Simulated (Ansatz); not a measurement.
Correlation energies of CH₄B₂F₂O₂, SMILES `OBCOB(F)F` by basis set

Z-matrix (Å, degrees):
```
C
B 1 1.575
O 1 1.436 2 109.4
H 1 1.097 2 110.7 3 121.4
H 1 1.097 2 110.7 3 -121.4
O 2 1.343 1 119.9 3 0.0
H 2 1.197 1 121.4 3 -180.0
B 3 1.342 1 121.7 2 180.0
H 6 0.967 2 110.8 1 -0.0
F 8 1.325 3 122.5 1 -0.0
F 8 1.320 3 119.2 1 180.0
```

Charge 0, multiplicity 1. Geometry: relaxed with PBE0-D4/def2-TZVP. It is one conformer, not always the lowest. Frozen core, restricted reference, the Gaussian-basis code of Ansatz. CBS rows extrapolate triple and quadruple zeta; past MP2 they add the triple-zeta difference.

| basis | HF (Eh) | MP2 corr. |
| --- | --- | --- |
| def2-SVP | -438.06249 | -1.02945 |
| def2-TZVPP | -438.59630 | -1.32215 |
| def2-QZVPP | -438.61654 | -1.43298 |

(1) Estimate the CCSD correlation energy and the (T) correction in each basis where they were run (hartree).

Answers

(1) 
```
     basis  CCSD corr.       (T)
  def2-SVP    -1.06613  -0.02383
def2-TZVPP    -1.34624  -0.04596
 CBS(def2)    -1.53918     as TZ
```
